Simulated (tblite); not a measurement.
C2H8F3NSi2.
Bonds: C1–N2, N2–Si3, Si3–Si4, Si4–C5, C5–F6, C5–F7, C5–F8. Hydrogens: H9, H10, H11 on C1; H12 on N2; H13, H14 on Si3; H15, H16 on Si4.

Computed geometry: GFN2-xTB, gas phase.

(1) List the bond lengths, angles and torsions at this level.

## Answers

(1) 
```json
{"bond": "C1–N2", "length (Å)": "1.445"}
{"bond": "N2–Si3", "length (Å)": "1.721"}
{"bond": "Si3–Si4", "length (Å)": "2.316"}
{"bond": "Si4–C5", "length (Å)": "1.945"}
{"bond": "C5–F6, C5–F7, C5–F8", "length (Å)": "1.351"}
{"bond": "C1–H9, C1–H10, C1–H11", "length (Å)": "1.092"}
{"bond": "N2–H12", "length (Å)": "1.009"}
{"bond": "Si3–H13", "length (Å)": "1.479"}
{"bond": "Si3–H14", "length (Å)": "1.466"}
{"bond": "Si4–H15, Si4–H16", "length (Å)": "1.469"}
```

Bonds in one row agree within 0.01 Å and their mean is given. A selection of angles:
```json
{"angle": "N2–C1–H9", "degrees": "109.1"}
{"angle": "N2–C1–H10", "degrees": "112.4"}
{"angle": "H9–C1–H10", "degrees": "108.2"}
{"angle": "C1–N2–Si3", "degrees": "124.5"}
{"angle": "C1–N2–H12", "degrees": "110.9"}
{"angle": "Si3–N2–H12", "degrees": "117.2"}
{"angle": "N2–Si3–Si4", "degrees": "104.9"}
{"angle": "N2–Si3–H13", "degrees": "115.7"}
{"angle": "N2–Si3–H14", "degrees": "102.8"}
{"angle": "Si4–Si3–H13", "degrees": "111.1"}
{"angle": "Si4–Si3–H14", "degrees": "114.3"}
{"angle": "H13–Si3–H14", "degrees": "108.0"}
{"angle": "Si3–Si4–C5", "degrees": "104.9"}
{"angle": "Si3–Si4–H15", "degrees": "120.4"}
{"angle": "C5–Si4–H15", "degrees": "100.6"}
{"angle": "H15–Si4–H16", "degrees": "105.6"}
{"angle": "Si4–C5–F6", "degrees": "113.9"}
{"angle": "Si4–C5–F7", "degrees": "112.4"}
{"angle": "F6–C5–F7", "degrees": "106.0"}
```

Dihedral angles: C1–N2–Si3–Si4 57° (synclinal); N2–Si3–Si4–C5 180° (antiperiplanar); Si3–Si4–C5–F6 -179° (antiperiplanar). The mirror-image conformer, all signs reversed, is as good.

N2 (silicon-bound nitrogen) has angles 124.5°, 117.2° and 110.9°, sum 352.5°, 0.21 Å off the plane of its three neighbours. Of the pairs four or more bonds apart, Si4···H9 is among the closest relative to their van der Waals radii: 3.03 Å, 92 % of the sum of Bondi's values. Si3 (SiH2 silicon) is distorted tetrahedral (angles from 102.8° to 115.7°). Si4 (SiH2 silicon) is distorted tetrahedral (angles from 100.6° to 120.4°).

Point group: C1 (no symmetry element, even within 0.4 Å). Its GFN2-xTB frequencies are all real (lowest 17 cm⁻¹). The numbers are those of one conformer. 3 starts were optimised and ended at 0.00, 0.90 and 1.12 kcal/mol (GFN2-xTB); the lowest of these is shown.

The run took 0.73 s of wall time on Arm Neoverse N1, one thread, shared host with 64 logical CPUs at a one-minute load of 60. These figures are those of the optimisation.
